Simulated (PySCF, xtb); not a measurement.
C₂H₁₀OSi₃, SMILES O[Si@@H]1C[C@H]([SiH3])[SiH2]1. The values are those of a single conformer.

Harmonic wavenumbers (cm⁻¹) from xtb with GFN2-xTB at its own minimum, in rising order: 46, 116, 146, 159, 198, 250, 284, 338, 381, 425, 484, 494, 521, 547, 616, 635, 660, 701, 745, 782, 788, 794, 806, 818, 856, 888, 1012, 1057, 1093, 1209, 1254, 1498, 2142, 2189, 2213, 2227, 2249, 2257, 2913, 2944, 2990, 3678.

What does PBE-D3(BJ)/def2-SVP (PySCF) give at its own minimum? (The exact figures need the calculation; the answer reports its results.)

67, 126, 146, 164, 214, 236, 283, 294, 402, 434, 495, 563, 605, 620, 650, 687, 698, 745, 792, 820, 853, 879, 887, 906, 910, 914, 937, 985, 1044, 1097, 1204, 1371, 2132, 2143, 2153, 2154, 2160, 2167, 2971, 2982, 3040, 3763. Paired by order, the mean absolute difference is 50 cm⁻¹ and the zero-point energies are 66.3 and 66.8 kcal/mol.
